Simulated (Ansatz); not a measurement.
`[SeH][SnH]([SeH])[SeH]`, relaxed with RKS PBE0-D4/def2-TZVP in the Gaussian-basis code of Ansatz from a PBE-D4/def2-SVP geometry. The force threshold is 0.005 eV/Å; the program also tests the step.

Total charge 0; spin multiplicity 1. Sn takes the def2 core potential.

Start:

```xyz
8

Se   -2.419    0.983    0.525
Sn   -0.072    0.247   -0.197
Se   -0.502   -1.072   -2.356
Se    1.080   -1.295    1.514
H    -1.856    2.047    1.398
H     0.960    1.627   -0.397
H     0.503   -2.083   -1.936
H     2.305   -0.455    1.449
```

Question: By how much does the energy fall, and how many steps does the optimiser take? (Best estimate.)

Answer: Computed: 1.66 kcal/mol, in 36 steps, 10 of them rejected.

Question: Which bonds change most? (An estimate is asked.)

Answer: Computed: Sn2–Se4 from 2.575 to 2.527 Å; Sn2–Se3 from 2.567 to 2.523 Å; Se1–Sn2 from 2.564 to 2.525 Å; Sn2–H6 from 1.735 to 1.707 Å.

Question: Give the relaxed structure. (Best estimate.)

Answer: The calculation gave: 
```xyz
8

Se   -2.311    0.877    0.295
Sn    0.108    0.416   -0.264
Se    0.147   -0.958   -2.380
Se    1.025   -0.835    1.731
H    -1.944    1.426    1.609
H     1.017    1.827   -0.580
H    -0.451   -2.103   -1.679
H     2.409   -0.651    1.269
```
